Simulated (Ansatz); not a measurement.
Species: C6H13, charge 0, multiplicity 2. It need not be the lowest isomer of its formula. 
Geometry from a B3LYP-D3(BJ)/def2-TZVP (Ansatz, an electronic-structure program) optimisation:
```xyz
19

C      1.8954    -0.7108    -0.7616
C      1.1955     0.6564    -0.6157
C     -0.0336     0.6244     0.2320
C      0.1131     0.5521     1.7140
C     -1.3706     0.3443    -0.3735
C     -1.8338    -1.1199    -0.2347
H      2.1743    -1.1130     0.2141
H      2.8045    -0.6205    -1.3605
H      1.2419    -1.4366    -1.2480
H      1.9169     1.3617    -0.1871
H      0.9467     1.0287    -1.6142
H      0.9571     1.1535     2.0630
H      0.2951    -0.4733     2.0714
H     -0.7892     0.9000     2.2245
H     -1.3598     0.6126    -1.4337
H     -2.1273     0.9807     0.1030
H     -1.1460    -1.8000    -0.7397
H     -1.8851    -1.4160     0.8145
H     -2.8261    -1.2564    -0.6702
```
Charge 0, spin multiplicity 2.

Basis-set convergence of Hartree-Fock and CCSD(T) correlation energies (hartree) with Ansatz. Correlated levels leave the core frozen unless marked. UHF or UKS for open shells. Spin-orbit coupling is left out. Non-relativistic.

```csv
basis,functions,E(HF),"E(corr, CCSD(T))"
cc-pVDZ,149,-234.75707,-0.95866
cc-pVTZ,362,(withheld),(withheld)
```

Q: Fill in the missing entries.

A: 
- cc-pVTZ, E(HF): -234.82183
- cc-pVTZ, E(corr, CCSD(T)): -1.14671
